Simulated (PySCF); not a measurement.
# Substituent chemical shifts

Parent skeleton `[CH2:1]=[C:2]([SiH2:3][NH2:4])[C:5]([CH3:6])=[O:7]`; one hydrogen on atom 6 is replaced by X. Hydrogens on one atom are averaged.

- NMR shieldings at PBE0/pcSseg-1/GIAO
- coordinates at the GFN2-xTB level
- run in PySCF
- one averaged value for each set of equivalent atoms, non-relativistic, isolated molecule, one conformer

References, each an isolated molecule treated in the same way: TMS for ¹³C (186.93 ppm), ²⁹Si (349.16 ppm), ¹H (31.72 ppm); NH3 for ¹⁵N (267.73 ppm); ¹⁷O (336.08 ppm) against H2O.

Parent (X = H): C1 144.7, C2 158.3, Si3 -47.8, N4 5.3, C5 208.4, C6 27.1, O7 677.3, H(C1) 6.76, H(Si3) 5.04 ppm. Effects are Δδ = δ(X) − δ(H), positive for deshielding.

Problem. Give Δδ (ppm) for X = OCH3, CH2NH2, CONH2, propynyl, CH3, OSiH3, CHO, vinyl, CH2SiH3.

Solution. 
```tsv
X	SMILES	C1	C2	Si3	N4	C5	C6	O7	H(C1)	H(Si3)
OCH3	C=C([SiH2]N)C(=O)COC	+1.9	+2.4	+0.6	+8.2	-0.1	+54.7	-43.8	-0.24	-0.38
CH2NH2	C=C([SiH2]N)C(=O)CCN	+0.3	+0.7	+12.3	+5.8	+3.4	+16.8	-19.7	+0.10	-0.13
CONH2	C=C([SiH2]N)C(=O)CC(N)=O	+2.1	+1.1	+7.8	+1.3	+5.9	+29.4	-60.6	+0.15	+0.10
propynyl	C=C([SiH2]N)C(=O)CC#CC	+0.5	-2.9	+2.9	-0.2	-0.6	+6.1	-16.1	+0.10	-0.02
CH3	C=C([SiH2]N)C(=O)CC	-0.4	+0.8	+12.4	+5.7	+3.4	+6.2	-19.5	+0.05	-0.13
OSiH3	C=C([SiH2]N)C(=O)CO[SiH3]	-3.8	+4.4	+4.7	+8.2	+6.0	+46.6	-27.1	-0.29	-0.13
CHO	C=C([SiH2]N)C(=O)CC=O	+4.7	+0.5	+1.7	-0.7	-8.3	+38.3	-6.9	+0.41	+0.01
vinyl	C=CCC(=O)C(=C)[SiH2]N	+4.1	-2.1	-0.6	-1.0	-0.1	+24.9	-3.2	+0.23	-0.02
CH2SiH3	C=C([SiH2]N)C(=O)CC[SiH3]	+1.5	+0.1	+0.2	+0.1	+9.1	+9.7	-62.1	+0.14	+0.03
```

Problem. Which position responds most, and to which substituents?

Solution. O7: from -62.1 ppm with CH2SiH3 to -3.2 ppm with vinyl.

Unscaled 17O shifts of doubly bonded oxygen tend to come out too high, by tens of ppm or more. Experimental scales use liquid or dissolved standards, which lie at an offset from isolated NH3 (liquid NH3: subtract about 20 ppm) and H2O (liquid H2O: subtract about 36 ppm).
